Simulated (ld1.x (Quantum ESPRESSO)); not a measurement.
**What one change does to a pseudopotential (nitrogen, RRKJ)**

* Element: N
* Generator: ld1.x (Quantum ESPRESSO) 7.5
* Type: norm-conserving RRKJ (Kleinman–Bylander form)
* Functional: LDA (PZ)
* Relativity: scalar-relativistic
* Frozen core: [He]
* Valence charge: 5
* Reference configuration: 2s2 2p3
* Partial waves: 2p (bound): rc 1.15 bohr; 2s (bound): rc 0.80 bohr
* Local potential: the s channel
* Core correction: none
* rho0: 0.001

Change: core correction a·sin(br)/r model core inside 0.80 bohr.

Cutoffs: the cutoffs (Ry, on a coarse ladder) from which the occupation-weighted sum of valence levels, in a spherical-Bessel basis at the reference potential, stays within 10 and 1 mRy of its value at 400 Ry; they do not see the model core or the augmentation charge, which bear on the density cutoff. Errors are all-electron minus pseudo energies relative to the spin-unpolarised reference configuration.

Question: How do hardness, ghosts and transferability respond?

Answer: The potential gets neither clearly harder nor softer (80 Ry and 140 Ry → 80 Ry and 140 Ry); of the 9 tests that both files solve, the error grows in 0 and shrinks in 2 by more than 15 % and 0.3 meV (median size 70.9 → 63.2 meV); neither file shows a bound ghost. A model core, the more so a compact one, raises the density cutoff, which this test does not measure.

```csv
quantity,base,changed
"cutoff, loose",80 Ry,80 Ry
"cutoff, tight",140 Ry,140 Ry
bound ghosts,none,none
"error for 2s2 2p2, meV [ΔE 13.73 eV]",+5.6,+4.9
"error for 2s2 2p1, meV [ΔE 42.70 eV]",+71,+63
"error for 2s2 2p0, meV [ΔE 89.87 eV]",+380,+338
"error for 2s1 2p0, meV [ΔE 167.34 eV]",+830,+719
"error for 2s1 2p3, meV [ΔE 25.18 eV]",+3.4,+3.1
"error for 2s0 2p5, meV [ΔE 22.45 eV]",+46,+44
"error for 2s2 2p2.5, meV [ΔE 5.17 eV]",+0.5,+0.4
"error for 2s2 2p3 (spin-polarised), meV [ΔE -2.89 eV]",+293,+242
"error for 2s2 2p2 (spin-polarised), meV [ΔE 12.04 eV]",+208,+172
s: phases at 1.25 bohr within 0.05 rad from the reference energy up to (Ry; the scan ends near 5),to the end of the scan,to the end of the scan
p: phases at 1.25 bohr within 0.05 rad from the reference energy up to (Ry; the scan ends near 5),to the end of the scan,to the end of the scan
```
